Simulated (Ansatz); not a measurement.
Input file for Ansatz (an electronic-structure program): R-PBE0/def2-TZVPP on H2 (SMILES [H][H]).

Ansatz 0.2 input:
```yaml
crystal:
  periodic: [false, false, false]
  atoms:
    - {symbol: H, position_ang: [0.00000000, -0.00000000, 0.38043305]}
    - {symbol: H, position_ang: [-0.00000000, 0.00000000, -0.38043305]}
basis:
  gaussian:
    orbitals: def2-TZVPP
hamiltonian:
  xc: {name: PBE0}
scf: {lower_state_search: off}
```

Question: Give the final energy of this run.

Answer: -1.1683 hartree.
